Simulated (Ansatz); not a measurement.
System: tert-butyl(dimethyl)borane, C6H15B (charge 0, singlet). 
Coordinates optimised at B3LYP-D3(BJ)/def2-TZVP (Ansatz, a first-principles code):
```xyz
22

C      1.6293    -1.3616    -0.5365
B      0.9354    -0.0450    -0.0319
C      1.8469     1.1588     0.4015
C     -0.6521     0.0591     0.0343
C     -1.1773    -1.0608     0.9566
C     -1.1705     1.4058     0.5566
C     -1.2112    -0.1650    -1.3864
H      2.2984    -1.7397     0.2460
H      0.9692    -2.1743    -0.8395
H      2.2908    -1.1259    -1.3785
H      1.6090     2.0490    -0.1921
H      1.6316     1.4495     1.4360
H      2.9182     0.9701     0.3164
H     -2.2707    -1.0328     0.9978
H     -0.8828    -2.0506     0.6055
H     -0.8091    -0.9445     1.9794
H     -0.8220     1.6069     1.5718
H     -0.8461     2.2361    -0.0742
H     -2.2645     1.4172     0.5770
H     -0.9175    -1.1339    -1.7925
H     -0.8680     0.6074    -2.0798
H     -2.3049    -0.1273    -1.3706
```

Computed values are from Ansatz. Cores are frozen in the correlated levels unless marked. Open shells are spin-unrestricted. No spin-orbit coupling. Non-relativistic. CBS marks a two-point X^-3 extrapolation of the correlation energy; Hartree-Fock from the larger set. [CCSD(T)-MP2]/basis is that difference in the basis named.

```yaml
atomisation energy De: 8706.8 kJ/mol at RI-MP2/CBS(cc-pVTZ,cc-pVQZ)+[CCSD(T)-MP2]/cc-pVTZ
total_energy: -262.1676 Eh at RI-MP2/CBS(cc-pVTZ,cc-pVQZ)+[CCSD(T)-MP2]/cc-pVTZ
dipole_moment: 0.15 D at CCSD(T)/aug-cc-pVDZ
T1 diagnostic: 0.010 at CCSD/aug-cc-pVTZ
```
